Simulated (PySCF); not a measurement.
Structure problem from calculated spectra and properties.

Formula: C5H7Cl2FO.

- Rotational structure: rotational constants A, B, C: 1.696, 0.617, 0.508 GHz [GFN2-xTB]
- 1H NMR: chemical shifts (computed TMS as zero) by class: 6.46 (1 H), 4.94 (2 H), 3.35 (2 H), 2.63 (2 H) ppm [GIAO PBE0/pcSseg-1]
- NMR, other nuclei: isotropic shieldings of nuclei other than C and H, by class: -330 (1 O), 413 (1 F), 675 (2 Cl) ppm [GIAO PBE0/pcSseg-1]
- 13C NMR: chemical shifts (computed TMS as zero) by class: 210.0 (1 C), 84.6 (1 C), 82.7 (1 C), 62.6 (1 C), 51.5 (1 C) ppm [GIAO PBE0/pcSseg-1]
- Dipole: 3.45 D [PBE0/pcSseg-1]

Electronic properties: PySCF, gas phase, density fitting. Levels stand in brackets. One conformer (not necessarily the lowest) at the GFN2-xTB geometry, without solvent, vibrations or thermal averaging. NMR values are class means; diastereotopic atoms form classes of their own.

Problem. Propose a structure and show how it fits.

Solution. Numbering: `[O:1]=[C:2]([CH2:3][CH2:4][F:5])[CH2:6][CH:7]([Cl:8])[Cl:9]`. Its formula, C5H7Cl2FO, gives 1 degree of unsaturation: 0 rings and 1 π bond in the structure found. 5 carbons fall into 5 classes; from least to most shielded: ketone carbonyl carbon [C2] (210.0 ppm), sp3 C–F carbon [C4] (84.6 ppm), CHCl2 carbon [C7] (82.7 ppm), sp3 carbon next to a carbonyl [C6] (62.6 ppm), sp3 carbon next to a carbonyl [C3] (51.5 ppm). Hydrogen classes from least to most shielded: 1 H on a CHCl2 carbon, C7 (6.46 ppm), 2 H on an sp3 C–F carbon, C4 (4.94 ppm), 2 H on an sp3 carbon next to a carbonyl, C6 (3.35 ppm), 2 H on an sp3 carbon next to a carbonyl, C3 (2.63 ppm, a mean of values up to 0.8 ppm apart in this geometry). The other shieldings belong to: -330 ppm, ketone oxygen [O1]; 413 ppm, alkyl fluorine [F5]; 675 ppm, alkyl chlorine [Cl8/Cl9]. The optimised geometry has point group C1 and is an asymmetric top. Structure: `O=C(CCF)CC(Cl)Cl`. The assignments are read from this structure; whether some other isomer fits the data as well wasn't checked. NMR values of atoms bound to several Cl lack the spin–orbit term that these neighbours bring.

Conformer computed: `[O:1]=[C:2]([CH2:3][CH2:4][F:5])[CH2:6][CH:7]([Cl:8])[Cl:9]`: O1–C2–C3–C4 107°, C2–C3–C4–F5 69°, O1–C2–C6–C7 24°, C2–C6–C7–Cl8 -167°.
